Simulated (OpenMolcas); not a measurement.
Computed levels of 3d2 in ions with 20 electrons, in cm-1 above 3F2.

```yaml
Program: OpenMolcas 26.06
Method: CASSCF
Basis: ANO-R2
Scalar_Hamiltonian: X2C, finite nucleus
Spin-orbit_coupling: RASSI with atomic mean-field integrals over the reference wave functions, term energies averaged over their components
```

Active space for each ion: 2 electrons in 10 orbitals (3d 4d).

```
Level    V3+   Mn5+
  3F3    317    740
  3F4    729   1680
  1D2  13606  18442
  3P0  16145  21482
  3P1  16252  21742
  3P2  16485  22329
  1G4  20914  28241
  1S0  49891  67487
```

Problem. Estimate 3F4, 1D2, 3P0 for Cr4+ from its neighbours V3+ and Mn5+.

Solution. 3F4 is fine structure, which grows about as the fourth power of a screened charge, so the fourth roots are averaged: ((729^0.25 + 1680^0.25) / 2)^4 = 1131. The calculation gives 1173, so the estimate is off by -3.6 %; the measured value is 1142 (Sugar and Corliss, J. Phys. Chem. Ref. Data 6, 317 (1977)).
1D2 is another term, which grows about linearly with the charge: (13606 + 18442) / 2 = 16024. The calculation gives 16138, so the estimate is off by -0.7 %; the measured value is 13188 (Sugar and Corliss, J. Phys. Chem. Ref. Data 6, 317 (1977)).
3P0 is another term, which grows about linearly with the charge: (16145 + 21482) / 2 = 18814. The calculation gives 18951, so the estimate is off by -0.7 %; the measured value is 15492 (Sugar and Corliss, J. Phys. Chem. Ref. Data 6, 317 (1977)).

Without dynamic correlation excited terms often stand tens of per cent too high (terms of higher spin than the ground term too low), and those without a measured partner can miss by more than the paired ones. Active for correlation alone: 4d; no level in the range computed is led by a configuration that fills it, so any true level of that kind is missing. Measured partners are found by configuration, term and J. A level has none where our copy of the source lacks it or the pairing is in doubt (some pairs that miss far off the trend of their configuration count as doubtful), and it then counts in no deviation. Levels of configurations outside the active space are missing.
